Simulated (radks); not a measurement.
Q: Species: Cr. Configuration: [Ar] 3d5 4s1. Method: scalar-relativistic Kohn-Sham, LDA (Slater exchange, Perdew-Wang correlation), spin-polarised, spherical densities, finite nucleus; open shells are filled with parallel spins first; Fermi nuclear charge, rms radius 3.6452 fm; computed with a radial shooting solver on a logarithmic mesh with Libxc functionals. Some entries of the table are withheld. Estimate them.

| orbital | occ. | eigenvalue (hartree) | <1/r> (bohr^-1) |
|---|---|---|---|
| 1s up | 1 | -215.5472 | 23.84 |
| 1s down | 1 | -215.5461 | 23.84 |
| 2s up | 1 | -24.43462 | 5.035 |
| 2s down | 1 | -24.37133 | 5.043 |
| 2p up | 3 | -20.56315 | 4.944 |
| 2p down | 3 | -20.51393 | 4.952 |
| 3s up | 1 | (1) | (2) |
| 3s down | 1 | (3) | (4) |
| 3p up | 3 | (5) | 1.427 |
| 3p down | 3 | (6) | 1.421 |
| 4s up | 1 | -0.17043 | 0.3945 |
| 3d up | 5 | -0.14282 | 0.9775 |
| 4s down | 0 | -0.09342 | 0.3424 |
| 3d down | 0 | -0.00772 | 0.8534 |

A: 
(1) 3s up eigenvalue (hartree): -2.73211
(2) 3s up <1/r> (bohr^-1): 1.567
(3) 3s down eigenvalue (hartree): -2.57732
(4) 3s down <1/r> (bohr^-1): 1.562
(5) 3p up eigenvalue (hartree): -1.69529
(6) 3p down eigenvalue (hartree): -1.54268
